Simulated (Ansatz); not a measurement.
Basis sets compared for B₅H₃. Total charge 0; singlet. Geometry PBE-D4/def2-SVP. Ansatz on 4 threads of Intel Xeon on a shared host; times are rough, and most runs start from earlier orbitals.

```csv
atom,x (Å),y (Å),z (Å)
B1,-0.441,0.013,-0.386
B2,0.800,-0.248,0.768
B3,-0.450,1.646,-0.918
B4,0.628,1.224,0.146
B5,-0.405,-1.451,0.120
H6,-1.127,2.257,-1.699
H7,-0.507,-2.611,0.409
H8,1.501,-0.829,1.560
```

The structure comes from a short search, and lower isomers may exist.

Binding counts from free atoms (B doublet, H doublet) in the same basis, without a counterpoise term.

| level | functions | energy (Eh) | HOMO (eV) | LUMO (eV) | binding per atom (eV) | wall time |
| --- | --- | --- | --- | --- | --- | --- |
| PBE-D4/def2-SVP | 85 | -125.6303 | -6.34 | -4.22 | 4.17 | 0.5 s |
| PBE-D4/def2-TZVP (with forces) | 173 | -125.7636 | -6.36 | -4.24 | 4.13 | 1.4 s |
| r2SCAN-D4/def2-TZVP | 173 | -125.8825 | -6.54 | -4.01 | 4.08 | 1.7 s |
| PBE0-D4/def2-SVP | 85 | -125.6567 | -7.38 | -3.36 | 4.11 | 0.6 s |
| PBE0-D4/def2-TZVP | 173 | -125.7876 | -7.37 | -3.35 | 4.06 | 1.4 s |

Question: Estimate the rows for PBE-D4/def2-TZVPD, r2SCAN-D4/def2-TZVPD, PBE0-D4/def2-TZVPD.

Answer: 
```tsv
level	functions	energy (Eh)	HOMO (eV)	LUMO (eV)	binding per atom (eV)	wall time
PBE-D4/def2-TZVPD	212	-125.7639	-6.37	-4.24	4.13	1.6 s
r2SCAN-D4/def2-TZVPD	212	-125.8827	-6.54	-4.01	4.08	2.3 s
PBE0-D4/def2-TZVPD	212	-125.7878	-7.37	-3.36	4.06	2 s
```
